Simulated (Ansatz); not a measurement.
A single point on CH$_{6}$AlBFN (`CB(F)[NH][AlH2]`).

```yaml
crystal:
  periodic: [false, false, false]
  atoms:
    - {symbol: C, position_ang: [-0.861438, -1.376270, 0.981555]}
    - {symbol: B, position_ang: [-0.163728, -0.243872, 0.184130]}
    - {symbol: F, position_ang: [1.103647, -0.583304, -0.441381]}
    - {symbol: N, position_ang: [-0.382886, 1.069062, -0.139483]}
    - {symbol: Al, position_ang: [1.170295, 1.300745, -1.129247]}
    - {symbol: H, position_ang: [-1.799017, -1.047350, 1.430957]}
    - {symbol: H, position_ang: [-1.073247, -2.229957, 0.330709]}
    - {symbol: H, position_ang: [-0.208385, -1.744950, 1.778194]}
    - {symbol: H, position_ang: [-1.186202, 1.594588, 0.150640]}
    - {symbol: H, position_ang: [2.403139, 1.996098, -0.418902]}
    - {symbol: H, position_ang: [1.063221, 1.208111, -2.706572]}
basis:
  gaussian: {orbitals: def2-TZVPP}
hamiltonian: {xc: pbe}
correlation: {method: rpa}
```

```sh
$ ansatz run in.yaml --threads 4 --pin off --events-out ev --progress --plain
```

Shortened log:

```
Functional definition: PBE
1483 factors; integrals over basis functions are off by at most 1.8e-3 eV
mean field evaluation 1: about -12593.4350 eV, gradient 9.2e1 eV
mean field evaluation 2: about -12593.4258 eV, gradient 9.2e1 eV
mean field evaluation 4: about -12607.5417 eV, gradient 3.6e1 eV
mean field evaluation 8: about -12610.3670 eV, gradient 4.0e-1 eV
mean field evaluation 16: about -12610.3664 eV, gradient 2.1e-4 eV
mean field -12610.36636274 eV, -463.4224162173 hartree, gradient 1.4e-6 eV, S^2 0.000000; 1 other end points of the search recorded, 0 dependent functions left out
9 core orbitals not correlated: weight in the atoms' cores, before any rotation towards them, 1.000 or more for the frozen orbitals, at most 0.000 for the correlated occupied ones
reference -12572.81764399 eV, -462.0425262549 hartree; 14, 14 occupied and 227, 227 virtual orbitals, 1483 factors
Total energy: -12609.31674954 eV, -463.3838436438 hartree
```

It took 4.1 s on 4 threads of a server CPU on a shared host, with 0.59 GiB of host memory at the peak.
